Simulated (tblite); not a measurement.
Parent: `[CH:1]#[C:2][Si@H:3]1[CH:4]=[CH:5][SiH2:6][O:7]1`, C4H6OSi2.

Structures optimised with GFN2-xTB, isolated species. One conformer each, not checked by frequencies here.

```csv
coordinate of the parent,value
C1≡C2,1.202 Å
C2–Si3,1.850 Å
Si3–C4,1.891 Å
C4=C5,1.334 Å
C5–Si6,1.890 Å
Si6–O7,1.640 Å
Si3–O7,1.645 Å
C1–C2–Si3,179.3°
C2–Si3–C4,112.2°
C2–Si3–O7,109.5°
C4–Si3–O7,97.0°
Si3–C4–C5,113.3°
C4–C5–Si6,113.5°
C5–Si6–O7,97.0°
Si3–O7–Si6,119.3°
```

Task: How does the shared frame change in `[CH:1]#[C:2][Si@H:3]1[CH:4]=[C:5]([CH:6]([CH3:7])[CH3:8])[SiH2:9][O:10]1` with C4–C5–C6–C7 125°, C7H12OSi2? Atoms pair as C1 = C1, C2 = C2, Si3 = Si3, C4 = C4, C5 = C5, Si6 = Si9, O7 = O10 (parent first).

Result: 
```csv
parent,relative,value in the relative,change
C1≡C2,C1≡C2,1.202 Å,0.000
C2–Si3,C2–Si3,1.851 Å,+0.001
Si3–C4,Si3–C4,1.883 Å,-0.008
C4=C5,C4=C5,1.338 Å,+0.004
C5–Si6,C5–Si9,1.899 Å,+0.009
Si6–O7,Si9–O10,1.634 Å,-0.006
Si3–O7,Si3–O10,1.649 Å,+0.004
C1–C2–Si3,C1–C2–Si3,179.0°,-0.3
C2–Si3–C4,C2–Si3–C4,113.1°,+0.9
C2–Si3–O7,C2–Si3–O10,109.1°,-0.4
C4–Si3–O7,C4–Si3–O10,97.3°,+0.3
Si3–C4–C5,Si3–C4–C5,114.0°,+0.7
C4–C5–Si6,C4–C5–Si9,112.2°,-1.3
C5–Si6–O7,C5–Si9–O10,97.9°,+0.9
Si3–O7–Si6,Si3–O10–Si9,118.6°,-0.7
```

Of the parent's bonds, Si3–C4 and C5–Si6 change most and about equally (-0.008 to +0.009 Å). Bonds of the relative outside the shared frame: C5–C6 1.505, C6–C7 1.531, C6–C8 1.528 Å. Point group C1 → C1.

Task: How does the shared frame change in `[CH:1]#[C:2][Si@@H:3]1[CH:4]=[C:5]([CH2:6][SiH3:7])[SiH2:8][O:9]1` with C4–C5–C6–Si7 -94°, C5H10OSi3? Atoms pair as C1 = C1, C2 = C2, Si3 = Si3, C4 = C4, C5 = C5, Si6 = Si8, O7 = O9 (parent first).

Result: 
```json
{"parent": "C1≡C2", "relative": "C1≡C2", "value in the relative": "1.202 Å", "change": "0.000"}
{"parent": "C2–Si3", "relative": "C2–Si3", "value in the relative": "1.851 Å", "change": "+0.001"}
{"parent": "Si3–C4", "relative": "Si3–C4", "value in the relative": "1.879 Å", "change": "-0.012"}
{"parent": "C4=C5", "relative": "C4=C5", "value in the relative": "1.341 Å", "change": "+0.007"}
{"parent": "C5–Si6", "relative": "C5–Si8", "value in the relative": "1.895 Å", "change": "+0.005"}
{"parent": "Si6–O7", "relative": "Si8–O9", "value in the relative": "1.632 Å", "change": "-0.008"}
{"parent": "Si3–O7", "relative": "Si3–O9", "value in the relative": "1.653 Å", "change": "+0.008"}
{"parent": "C1–C2–Si3", "relative": "C1–C2–Si3", "value in the relative": "178.9°", "change": "-0.4"}
{"parent": "C2–Si3–C4", "relative": "C2–Si3–C4", "value in the relative": "112.9°", "change": "+0.7"}
{"parent": "C2–Si3–O7", "relative": "C2–Si3–O9", "value in the relative": "108.6°", "change": "-0.9"}
{"parent": "C4–Si3–O7", "relative": "C4–Si3–O9", "value in the relative": "97.3°", "change": "+0.3"}
{"parent": "Si3–C4–C5", "relative": "Si3–C4–C5", "value in the relative": "113.8°", "change": "+0.5"}
{"parent": "C4–C5–Si6", "relative": "C4–C5–Si8", "value in the relative": "112.5°", "change": "-1.0"}
{"parent": "C5–Si6–O7", "relative": "C5–Si8–O9", "value in the relative": "97.7°", "change": "+0.7"}
{"parent": "Si3–O7–Si6", "relative": "Si3–O9–Si8", "value in the relative": "118.6°", "change": "-0.7"}
```

Of the parent's bonds, Si3–C4 changes most (-0.012 Å). Bonds of the relative outside the shared frame: C5–C6 1.486, C6–Si7 1.908 Å. Point group C1 → C1.

These are computed values.
